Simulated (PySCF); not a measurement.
PySCF 2.14 output of an unrestricted PBE calculation on a single atom or ion in x2c-TZVPPall with one added diffuse shell each of s, p, d type (12s8p8d2f2g, 108 functions), with the spin-free X2C one-electron Hamiltonian (Gaussian nucleus):

```
SCF conv_tol = 1e-09
number electrons alpha = 36  beta = 35
    J. P. Perdew, K. Burke, and M. Ernzerhof.,  Phys. Rev. Lett. 77, 3865 (1996)
    J. P. Perdew, K. Burke, and M. Ernzerhof.,  Phys. Rev. Lett. 78, 1396 (1997)
    J. P. Perdew, K. Burke, and M. Ernzerhof.,  Phys. Rev. Lett. 77, 3865 (1996)
    J. P. Perdew, K. Burke, and M. Ernzerhof.,  Phys. Rev. Lett. 78, 1396 (1997)
cycle= 1 E= -14563.4331429526  delta_E= -0.0189  |g|= 0.542  |ddm|= 0.714
cycle= 2 E= -14563.373924868  delta_E= 0.0592  |g|= 0.849  |ddm|= 0.711
cycle= 3 E= -14563.4703182294  delta_E= -0.0964  |g|= 0.0126  |ddm|= 0.53
cycle= 4 E= -14563.4704325846  delta_E= -0.000114  |g|= 0.0102  |ddm|= 0.0837
cycle= 5 E= -14563.4704748234  delta_E= -4.22e-05  |g|= 0.0012  |ddm|= 0.0241
cycle= 6 E= -14563.4704784024  delta_E= -3.58e-06  |g|= 0.000341  |ddm|= 0.00627
cycle= 7 E= -14563.4704789819  delta_E= -5.79e-07  |g|= 2e-05  |ddm|= 0.00372
cycle= 8 E= -14563.4704789822  delta_E= -3.17e-10  |g|= 2.36e-06  |ddm|= 0.000103
converged SCF energy = -14563.4704789822  <S^2> = 0.78640434  2S+1 = 2.0360789
```

The run itself started from symmetry-adapted Hartree-Fock orbitals and held the occupation by maximum overlap, on a logarithmic radial grid, so the iterations belong to that start.

Q: Which element, charge and spin multiplicity is this?

A: Lu (lutetium, neutral), multiplicity 2; the state was [Xe] 4f14 5d1 6s2, 2D determinant.

Spin-orbit coupling, absent here, splits the open shell strongly.
